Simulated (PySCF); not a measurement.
Structure problem from calculated spectra and properties.

Formula: C5H9F3S2.

* Dipole: 0.70 D [PBE0/pcSseg-1]
* NMR, other nuclei: isotropic shieldings of nuclei other than C and H, by class: 227 (3 F), 385 (1 S), 457 (1 S) ppm [GIAO PBE0/pcSseg-1]
* 13C NMR: chemical shifts (computed TMS as zero) by class: 143.1 (1 C), 46.0 (1 C), 33.9 (1 C), 31.9 (1 C), 16.6 (1 C) ppm [GIAO PBE0/pcSseg-1]
* Rotational structure: rotational constants A, B, C: 1.566, 0.573, 0.505 GHz [GFN2-xTB]
* 1H NMR: chemical shifts (computed TMS as zero) by class: 3.39 (2 H), 3.22 (2 H), 2.78 (2 H), 1.34 (3 H) ppm [GIAO PBE0/pcSseg-1]

Gas-phase values; electronic properties from PySCF, density fitting. Levels stand in brackets. Isolated species at its GFN2-xTB geometry (one conformer only). NMR values are class means; diastereotopic atoms form classes of their own.

Task: Propose a structure and show how it fits.

Result: Numbering: `[CH3:1][CH2:2][S:3][CH2:4][CH2:5][S:6][C:7]([F:8])([F:9])[F:10]`. Its formula, C5H9F3S2, gives 0 degrees of unsaturation, so no ring and no π bond. 5 carbons fall into 5 classes; from least to most shielded: CF3 carbon [C7] (143.1 ppm), sp3 carbon bound to sulfur [C5] (46.0 ppm), sp3 carbon bound to sulfur [C2] (33.9 ppm), sp3 carbon bound to sulfur [C4] (31.9 ppm), methyl carbon [C1] (16.6 ppm). Hydrogen classes from least to most shielded: 2 H on an sp3 carbon bound to sulfur, C5 (3.39 ppm, a mean of values up to 0.8 ppm apart in this geometry), 2 H on an sp3 carbon bound to sulfur, C2 (3.22 ppm, a mean of values up to 1.8 ppm apart in this geometry), 2 H on an sp3 carbon bound to sulfur, C4 (2.78 ppm, a mean of values up to 0.6 ppm apart in this geometry), 3 H on a methyl carbon, C1 (1.34 ppm, a mean of values up to 0.5 ppm apart in this geometry). The other shieldings belong to: 227 ppm, fluorine of a CF3 group [F8/F9/F10]; 385 ppm, sulfide sulfur [S6]; 457 ppm, sulfide sulfur [S3]. The optimised geometry has point group C1 and is an asymmetric top. Structure: `CCSCCSC(F)(F)F`. The assignments are read from this structure; whether some other isomer fits the data as well wasn't checked.
